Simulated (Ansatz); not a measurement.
Consider the ligand exchange at a Ge–C bond: `C[CH2][GeH3]` + `[SiH3][SeH]` → `[SiH3][Se][GeH3]` + `CC`.

Gas-phase electronic energies from Ansatz, PBE0-D4/def2-TZVP geometries. CCSD(T)/CBS is the MP2 limit (def2-TZVPP, def2-QZVPP) plus CCSD(T) − MP2 in def2-TZVPP, frozen cores. This one scheme is used for every species. DFT in def2-TZVPP. B3LYP here is the variant with VWN-RPA as its local correlation; programs differ in this. HSE06 is defined as in plane-wave codes. For Ge, Se outer-core shells are correlated without core-valence functions, which leaves a few kJ/mol of doubt a bond. Scalar relativity is left out up to krypton.

```csv
level,ΔE (kcal/mol),difference from CCSD(T)/CBS
BLYP-D4,-20.1,-0.7
r2SCAN-D4,-20.5,-1.1
B3LYP-D4,-20.6,-1.2
HSE06-D4,-20.8,-1.4
CAM-B3LYP-D4,-19.5,-0.1
B2PLYP,-20.0,-0.6
PBE-QIDH,-20.6,-1.2
PBE0,-20.4,-1.0
B3LYP,-20.0,-0.6
r2SCAN0,-20.9,-1.5
HF/def2-SVP,-20.7,-1.3
CCSD(T)/def2-SVP,-19.1,0.3
SCS-MP2/def2-TZVPP,-19.7,-0.3
CCSD(T)/def2-TZVPP,-19.0,0.4
SCS-MP2/def2-QZVPP,-19.9,-0.5
MP2/CBS(def2),-20.4,-1.0
CCSD(T)/CBS,-19.4,0
```

Task: What do rigid-rotor, harmonic-oscillator terms from PBE0-D4/def2-TZVP frequencies (298.15 K, 1 bar) make of the CCSD(T)/CBS value? (Best estimate.)

Result: Computed: ΔZPE = +2.0 kcal/mol, ΔH = -17.2 kcal/mol, ΔS = -3 J/(mol·K), ΔG = -17.0 kcal/mol. Modes under 50 cm⁻¹ make the entropy rough.

Largest T1 diagnostic among the species: 0.010.

Leaving LDA and LC-ωPBE aside and taking each functional with its dispersion term where it has one, the values, not all of them listed here, spread over 2.2 kcal/mol, from BHLYP-D4 to CAM-B3LYP-D4. LDA lies +1.5 kcal/mol from PBE without D4. In def2-TZVPP, CCSD(T) changes the Hartree–Fock value by +2.4 kcal/mol (the triples alone add −0.0 kcal/mol) and MP2 by +1.4 kcal/mol.
